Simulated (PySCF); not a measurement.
## Electron correlation in Fe (iron, neutral)

[Ar] 3d6 4s1 4p1, one real determinant (an excited configuration). Computed with PySCF 2.14 in x2c-TZVPPall with one added diffuse shell each of s, p, d, f type (7s6p5d3f1g, 80 functions), with the spin-free X2C one-electron Hamiltonian (Gaussian nucleus). Frozen: [Ar]; 8 electrons correlated.

MP2 pair energies summed by pair of shells (mhartree):

```json
{"pair": "3d-3d", "energy": "-126.44", "share (%)": "84.1"}
{"pair": "3d-4s", "energy": "-14.44", "share (%)": "9.6"}
{"pair": "3d-4p", "energy": "-7.48", "share (%)": "5.0"}
{"pair": "4s-4p", "energy": "-2.01", "share (%)": "1.3"}
```

Total MP2 correlation energy: -150.37 mhartree.

Same-spin part -91.38 and opposite-spin part -58.99 mhartree; SCS-MP2 scales them by 1/3 and 6/5 to -101.25 mhartree.

The reference is one real determinant that mixes LS terms of this configuration.
